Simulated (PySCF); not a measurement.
## Spinor energies of La³⁵⁺ (lanthanum, charge +35)

Start: [Ar] 3d4; 3d3/2 filled at m_j = -3/2, -1/2, +1/2, +3/2. Calculated with PySCF 2.14 in an even-tempered Gaussian basis (16 s from 6.6 bohr⁻², ratio 2.8; 12 p from 8.6 bohr⁻², ratio 2.8; 8 d from 8.6 bohr⁻², ratio 2.8; 3 f from 29 bohr⁻², ratio 3): generalised Hartree-Fock with the X2C-1e Hamiltonian and a Gaussian nucleus; one run each with spin-orbit coupling (SO) switched off, then screened by Boettger's factors.

```
spinor shell  electrons  ε, spin-free (eV)  ε, screened SO (eV)  weight of nominal j (screened SO)  rms radius, screened SO (bohr)
       1s1/2          2           -40834.4             -40826.8                              1.000                          0.0286
       2s1/2          2            -7997.5              -7994.0                              1.000                           0.115
       2p1/2          2            -7342.8              -7643.0                              1.000                          0.0994
       3s1/2          2            -2835.5              -2834.3                              1.000                           0.288
       3p1/2          2            -2618.4              -2699.4                              1.000                           0.278
       3p3/2          4            -2618.4              -2580.8                              1.000                           0.289
       3d3/2          4            -2376.2              -2379.5                              1.000                           0.253
```

Q: Where does 2p3/2 lie, and what is the 2p spin-orbit splitting (screened SO)?

A: At -7205.7 eV, 437.28 eV above 2p1/2.

| quantity | spin-free | screened SO |
| --- | --- | --- |
| E (hartree) | -7604.39022 | -7608.98219 |
| M_J | 0 | 0 |
| ⟨J²⟩ | 4.001 | 0.000 |
| ⟨L²⟩ | 6.001 | 2.419 |
| ⟨S²⟩ | 6.000 | 2.419 |

Breit and QED terms are absent; they matter most for the inner s and p1/2 levels.

Densities and radii are taken from the X2C orbitals without a picture-change correction, which distorts them close to the nucleus.

Without spin-orbit coupling the j labels of p, d and f shells carry no meaning; the spin-free column gives the mean over the occupied spinors of each nl shell, and its ⟨J²⟩ belongs to a mixture of degenerate components.
